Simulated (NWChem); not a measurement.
Molecule: AuH3O2; SMILES [OH][Au]<-[OH2]

```xyz
6

Au     0.0093    -0.0458    -0.0009
O     -0.1049    -1.9945     0.0088
H      0.8231    -2.2988    -0.0632
O      0.0280     2.1232    -0.0026
H     -0.3984     2.4432     0.8178
H     -0.5416     2.4454    -0.7299
```
Atoms are numbered in this order, from 1.

Program: NWChem. Structure relaxed at the PBE-D3(BJ)/def2-SVP level. def2 effective core potentials on Au; no spin-orbit coupling. B3LYP is NWChem's, with the RPA form of VWN correlation.

What does the run give for B3LYP/def2-SVP? Quantities: highest occupied level (eV); orbital gap (eV); dipole (D).


```
Quantity                     Result
---------------------------  ------
highest occupied level (eV)   -6.09
orbital gap (eV)               4.83
dipole (D)                     5.79
```
